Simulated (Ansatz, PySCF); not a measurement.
Gas-phase reaction (SMILES): Cl[Si](Cl)(Br)Br [dibromo(dichloro)silane] + Cl (HCl) → Cl[Si](Cl)(Cl)Br + Br (HBr); hydrogen chloride cleaves one Si-Br bond, a model of a ligand-exchange step.

Each molecule is optimised on its own at B3LYP-D3(BJ)/def2-TZVP (Ansatz, a first-principles code). Valence correlation only, unless marked. Spin-orbit coupling is left out. The frozen core is the preceding noble-gas configuration, with the filled d and f shells of earlier blocks. No relativistic terms. CBS marks a two-point X^-3 extrapolation of the correlation energy; Hartree-Fock from the larger set. The bracket is a focal-point correction in the basis named. Thermal terms are rigid-rotor harmonic-oscillator values from B3LYP-D3(BJ) frequencies (Ansatz or PySCF) at 298.15 K and 1 atm. 1 Eh = 627.5095 kcal/mol.

```json
[
 {"species": "Cl[Si](Cl)(Br)Br", "E, RI-MP2/CBS(def2-TZVPPD,def2-QZVPPD)+[CCSD(T)-MP2]/def2-TZVPPD (Ansatz) (Eh)": "-6354.19067", "E, B3LYP-D3(BJ)/def2-TZVPD (Ansatz + dftd3) (Eh)": "-6358.56274", "H - E (Eh)": "0.01416"},
 {"species": "Cl (HCl)", "E, RI-MP2/CBS(def2-TZVPPD,def2-QZVPPD)+[CCSD(T)-MP2]/def2-TZVPPD (Ansatz) (Eh)": "-460.37863", "E, B3LYP-D3(BJ)/def2-TZVPD (Ansatz + dftd3) (Eh)": "-460.83744", "H - E (Eh)": "0.01000"},
 {"species": "Cl[Si](Cl)(Cl)Br", "E, RI-MP2/CBS(def2-TZVPPD,def2-QZVPPD)+[CCSD(T)-MP2]/def2-TZVPPD (Ansatz) (Eh)": "-4241.28898", "E, B3LYP-D3(BJ)/def2-TZVPD (Ansatz + dftd3) (Eh)": "-4244.61146", "H - E (Eh)": "0.01441"},
 {"species": "Br (HBr)", "E, RI-MP2/CBS(def2-TZVPPD,def2-QZVPPD)+[CCSD(T)-MP2]/def2-TZVPPD (Ansatz) (Eh)": "-2573.28273", "E, B3LYP-D3(BJ)/def2-TZVPD (Ansatz + dftd3) (Eh)": "-2574.79060", "H - E (Eh)": "0.00927"}
]
```

Task: Work out ΔE and ΔH at 298.15 K at the first level, then ΔH at the second.

Result: 
1. ΔE = [(-4241.28898) + (-2573.28273)] - [(-6354.19067) + (-460.37863)] = -0.00241 Eh = -1.5 kcal/mol at RI-MP2/CBS(def2-TZVPPD,def2-QZVPPD)+[CCSD(T)-MP2]/def2-TZVPPD.
2. The terms H - E add up to -0.00048 Eh, so ΔH = (-0.00241 + (-0.00048))×627.5095 = -1.8 kcal/mol.
3. At B3LYP-D3(BJ)/def2-TZVPD the same steps give ΔE = -1.2 and ΔH = -1.5 kcal/mol, a shift of +0.3 from the first level.
4. These values are not checked against measurement here, since the tables used lack a sound gas-phase enthalpy of formation for at least one species.
